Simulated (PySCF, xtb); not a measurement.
CH₃Br₂Sb, SMILES [Sb]([CH3])([Br])[Br].

GFN2-xTB (xtb) at its own geometry gives an orbital gap of 3.92 eV and a dipole moment of 7.56 D.

Coordinates come from a PBE0-D3(BJ)/def2-SVP optimisation. The structure was generated by enumeration; whether it is a known compound was not checked. The def2 effective core potentials stand for the cores of Sb; spin–orbit coupling is left out.

### Question
What does PBE/def2-TZVP in PySCF give? (Estimate from the structure and the level; the computed values follow.)

### Answer
gap 3.73 eV (levels -6.44 and -2.71 eV), dipole 2.84 D.
